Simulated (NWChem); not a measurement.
System: CH₂FNOSi; SMILES N(=C=O)[SiH2]F

```xyz
7

Si    -0.5089    -1.1629     0.0008
F      0.9231    -1.9461    -0.0002
N     -0.2176     0.5299    -0.0033
C      0.0564     1.7091    -0.0006
O      0.3111     2.8609     0.0013
H     -1.2415    -1.5254     1.2510
H     -1.2465    -1.5305    -1.2451
```
Atoms are numbered in this order, from 1.

Results from NWChem. Geometry: optimised at PBE-D3(BJ)/def2-SVP. Level SCAN/def2-SVP: energy and gradient on several grids; changes count from the extra-fine grid, which is no exact limit either.

```
grid     size of the energy change (μHa)  largest change of a gradient component (μHa/bohr)  time, medium = 1 (rough)
-------  -------------------------------  -------------------------------------------------  ------------------------
xcoarse                            10000                                              10000                   about 1
coarse                             10000                                               5000                   about 1
medium                              8000                                               2000                   about 1
fine                                2000                                                800                   about 1
xfine                               < 10                                               < 30                         2
```
